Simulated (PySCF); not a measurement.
# A small calculation by hand: dipole moment from atomic charges

C4H3BO, SMILES C#CB(O)C#C. Atoms are numbered in the order given.

```xyz
9

B     -0.4248    -0.0094     0.0000
C      0.3814     1.3017     0.0000
C      1.0137     2.3564     0.0000
H      1.5782     3.2799     0.0000
C      0.2942    -1.3641     0.0000
C      0.9079    -2.4289     0.0000
H      1.4411    -3.3705     0.0000
O     -1.7929     0.0037     0.0000
H     -2.1356     0.9172     0.0000
```

Geometry: PBE-D3(BJ)/def2-SVP. Other conformers were not sampled.

Charges (e) from PBE/def2-TZVP (PySCF):

```json
[
 {"atom": "B1", "IAO": "0.306", "Mulliken": "0.149"},
 {"atom": "C2", "IAO": "-0.148", "Mulliken": "-0.001"},
 {"atom": "C3", "IAO": "-0.178", "Mulliken": "-0.258"},
 {"atom": "H4", "IAO": "0.207", "Mulliken": "0.172"},
 {"atom": "C5", "IAO": "-0.124", "Mulliken": "0.033"},
 {"atom": "C6", "IAO": "-0.173", "Mulliken": "-0.270"},
 {"atom": "H7", "IAO": "0.207", "Mulliken": "0.169"},
 {"atom": "O8", "IAO": "-0.472", "Mulliken": "-0.315"},
 {"atom": "H9", "IAO": "0.374", "Mulliken": "0.321"}
]
```

The dipole moment of the full density is 1.45 D.

Task: What dipole moment does each set of point charges give, and which comes closer to that of the density?

Result: 
μ = Σ q r, and 1 e Å = 4.8032 D.
IAO: Σ q r = (0.112, 0.297, 0.000) e Å, |μ| = 1.52 D.
Mulliken: Σ q r = (-0.166, 0.288, 0.000) e Å, |μ| = 1.60 D.
IAO comes closer in size. Point charges leave out the atoms' own dipoles (lone pairs, polarised bonds); fits to the potential absorb them, partitions of the density don't.
